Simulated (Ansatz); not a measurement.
```yaml
crystal:
  periodic: [false, false, false]
  atoms:
    - {symbol: C, position_ang: [-0.985145, 1.496552, -0.212078]}
    - {symbol: B, position_ang: [0.081227, 0.395945, 0.011253]}
    - {symbol: C, position_ang: [0.376146, -0.653123, 1.048351]}
    - {symbol: Si, position_ang: [0.870154, -1.170922, -0.797926]}
    - {symbol: H, position_ang: [-1.614874, 1.289117, -1.082009]}
    - {symbol: H, position_ang: [-1.617319, 1.684068, 0.659520]}
    - {symbol: H, position_ang: [-0.461181, 2.430547, -0.452482]}
    - {symbol: H, position_ang: [-0.341745, -0.974672, 1.801454]}
    - {symbol: H, position_ang: [1.401955, -0.829740, 1.382345]}
    - {symbol: H, position_ang: [2.284726, -1.602970, -0.720822]}
    - {symbol: H, position_ang: [0.071452, -2.121904, -1.617107]}
basis:
  gaussian: {orbitals: def2-mTZVP}
magnetization: {spin_polarized: true, initial_magnetization: 3}
hamiltonian: {xc: {name: HF}}
correlation: {method: ccsd_t, diis_vectors: 4}
accuracy: high
```

```sh
$ ansatz run in.yaml --threads 2 --pin off --events-out ev --progress --plain --max-ram 4352MiB
```

(1) How does Ansatz answer? (Estimate.)

## Answers

(1) Computed: The program refused the input.
```
Error: a molecule whose nuclei and cores have a total charge of 38 cannot have a net charge of 0 together with 3 unpaired electrons
```
